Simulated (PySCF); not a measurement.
An unknown shows these calculated signals:

¹H NMR (600 MHz, computed): δ 7.43 (m, 1H), 7.31 (m, 1H), 6.33 (m, 1H), 5.13 (s, 3H).

¹³C{¹H} NMR (computed): δ 152.4 (C), 145.6 (CH), 134.0 (CH), 107.9 (CH).

Single conformer, non-relativistic Hamiltonian, averaged over atoms made equivalent by symmetry, fast rotation or ring inversion, in vacuum. Coordinates at the GFN2-xTB level; GIAO PBE0/pcSseg-1 shieldings; PySCF 2.14.0 with density-fitted response routines.

δ = σ(ref) − σ, references computed at the same level: ¹H (σref 31.72) and ¹³C (σref 186.93) vs TMS.

Question: Which of these does the molecule contain: a heteroaromatic ring, an aldehyde, a methoxy group, a C≡C triple bond, a Si–H bond?

Answer: 
- A heteroaromatic ring: yes.
- An aldehyde: no.
- A methoxy group: no.
- A C≡C triple bond: no.
- A Si–H bond: yes (δH 5.13 (s)).

The data belong to `[SiH3]Oc1ccoc1`, C4H6O2Si; they needn't prove each group on their own.

Carbon signals by region: 4 in the sp2 and nitrile region (100–160 ppm).

Shifts are as computed. Against solution values, carbons near 30 ppm lie about +3 ppm off and those near 130 ppm about +5 ppm. Of 1211 compounds with measured shifts, 218 miss one by over three times the rms of a fit or turn the order of signals round; such compounds aren't used in these exercises. Multiplicities follow the n + 1 count of equivalent neighbours, as no J values were calculated; m marks all less simple cases, F and P coupling included.
